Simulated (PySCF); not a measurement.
**Energy of Se⁺ (selenium, charge +1) between two integer charges**

The 4p alpha orbital of [Ar] 3d10 4s2 4p3 is emptied in steps (occupation f), with all orbitals relaxed, ending at [Ar] 3d10 4s2 4p2. Calculation: PySCF 2.14, in def2-TZVPPD; no relativity, point nucleus. The exact energy is a straight line in f; departures are measured from the line between the end points of the same method.

**Question.** Among UHF, LDA, PBE, PBE0, r2SCAN, LC-wPBE, BHandHLYP, wB97X, HSE06, r2SCAN0, which shows the largest delocalisation error (convex curve), and which is closest to linear?

**Answer.** Most convex: LDA (-1.264 eV at f = 0.5); closest to linear: UHF (0.142 eV).

```json
{"f": "1", "UHF (eV)": "0.000", "LDA (eV)": "0.000", "PBE (eV)": "0.000", "PBE0 (eV)": "0.000", "r2SCAN (eV)": "0.000", "LC-wPBE (eV)": "0.000", "BHandHLYP (eV)": "0.000", "wB97X (eV)": "0.000", "HSE06 (eV)": "0.000", "r2SCAN0 (eV)": "0.000"}
{"f": "0.9", "UHF (eV)": "0.053", "LDA (eV)": "-0.452", "PBE (eV)": "-0.440", "PBE0 (eV)": "-0.318", "r2SCAN (eV)": "-0.418", "LC-wPBE (eV)": "-0.064", "BHandHLYP (eV)": "-0.203", "wB97X (eV)": "-0.090", "HSE06 (eV)": "-0.355", "r2SCAN0 (eV)": "-0.303"}
{"f": "0.7", "UHF (eV)": "0.121", "LDA (eV)": "-1.059", "PBE (eV)": "-1.028", "PBE0 (eV)": "-0.741", "r2SCAN (eV)": "-0.969", "LC-wPBE (eV)": "-0.147", "BHandHLYP (eV)": "-0.474", "wB97X (eV)": "-0.210", "HSE06 (eV)": "-0.829", "r2SCAN0 (eV)": "-0.703"}
{"f": "0.5", "UHF (eV)": "0.142", "LDA (eV)": "-1.264", "PBE (eV)": "-1.223", "PBE0 (eV)": "-0.880", "r2SCAN (eV)": "-1.143", "LC-wPBE (eV)": "-0.172", "BHandHLYP (eV)": "-0.565", "wB97X (eV)": "-0.250", "HSE06 (eV)": "-0.986", "r2SCAN0 (eV)": "-0.827"}
{"f": "0.3", "UHF (eV)": "0.117", "LDA (eV)": "-1.064", "PBE (eV)": "-1.026", "PBE0 (eV)": "-0.737", "r2SCAN (eV)": "-0.949", "LC-wPBE (eV)": "-0.141", "BHandHLYP (eV)": "-0.474", "wB97X (eV)": "-0.211", "HSE06 (eV)": "-0.828", "r2SCAN0 (eV)": "-0.686"}
{"f": "0.1", "UHF (eV)": "0.050", "LDA (eV)": "-0.456", "PBE (eV)": "-0.439", "PBE0 (eV)": "-0.314", "r2SCAN (eV)": "-0.403", "LC-wPBE (eV)": "-0.058", "BHandHLYP (eV)": "-0.203", "wB97X (eV)": "-0.091", "HSE06 (eV)": "-0.354", "r2SCAN0 (eV)": "-0.290"}
{"f": "0", "UHF (eV)": "0.000", "LDA (eV)": "0.000", "PBE (eV)": "0.000", "PBE0 (eV)": "0.000", "r2SCAN (eV)": "0.000", "LC-wPBE (eV)": "0.000", "BHandHLYP (eV)": "0.000", "wB97X (eV)": "0.000", "HSE06 (eV)": "0.000", "r2SCAN0 (eV)": "0.000"}
```

```json
{"method": "UHF", "E(f=0) − E(f=1) (eV)": "20.836", "−ε at f=1 (eV)": "21.425", "−ε at f=0.5 (eV)": "20.826"}
{"method": "LDA", "E(f=0) − E(f=1) (eV)": "21.467", "−ε at f=1 (eV)": "16.455", "−ε at f=0.5 (eV)": "21.452"}
{"method": "PBE", "E(f=0) − E(f=1) (eV)": "21.306", "−ε at f=1 (eV)": "16.423", "−ε at f=0.5 (eV)": "21.310"}
{"method": "PBE0", "E(f=0) − E(f=1) (eV)": "21.400", "−ε at f=1 (eV)": "17.865", "−ε at f=0.5 (eV)": "21.413"}
{"method": "r2SCAN", "E(f=0) − E(f=1) (eV)": "21.578", "−ε at f=1 (eV)": "16.926", "−ε at f=0.5 (eV)": "21.639"}
{"method": "LC-wPBE", "E(f=0) − E(f=1) (eV)": "21.461", "−ε at f=1 (eV)": "20.746", "−ε at f=0.5 (eV)": "21.480"}
{"method": "BHandHLYP", "E(f=0) − E(f=1) (eV)": "21.213", "−ε at f=1 (eV)": "18.957", "−ε at f=0.5 (eV)": "21.214"}
{"method": "wB97X", "E(f=0) − E(f=1) (eV)": "21.160", "−ε at f=1 (eV)": "20.158", "−ε at f=0.5 (eV)": "21.157"}
{"method": "HSE06", "E(f=0) − E(f=1) (eV)": "21.371", "−ε at f=1 (eV)": "17.424", "−ε at f=0.5 (eV)": "21.376"}
{"method": "r2SCAN0", "E(f=0) − E(f=1) (eV)": "21.584", "−ε at f=1 (eV)": "18.203", "−ε at f=0.5 (eV)": "21.636"}
```

Reference removal energy between the ground levels: 21.196 ± 0.01 eV (measured; NIST Atomic Spectra Database, ionization energies). The calculation has no spin-orbit coupling. UHF lacks correlation.
